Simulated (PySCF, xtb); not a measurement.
C2H4ClFSi, SMILES [Si@@H](C=C)(F)Cl.

GFN2-xTB (xtb 6.7.1) at its own geometry gives an orbital gap of 4.47 eV and a dipole moment of 2.20 D.

Coordinates come from a B3LYP-D3(BJ)/def2-SVP optimisation. The structure was generated by enumeration; whether it is a known compound was not checked. Other conformers were not sampled.

Problem. What does M06-2X/def2-TZVP (PySCF) give? (Estimate from the structure and the level; the computed values follow.)

Solution. gap 9.56 eV (levels -9.75 and -0.19 eV), dipole 2.24 D.
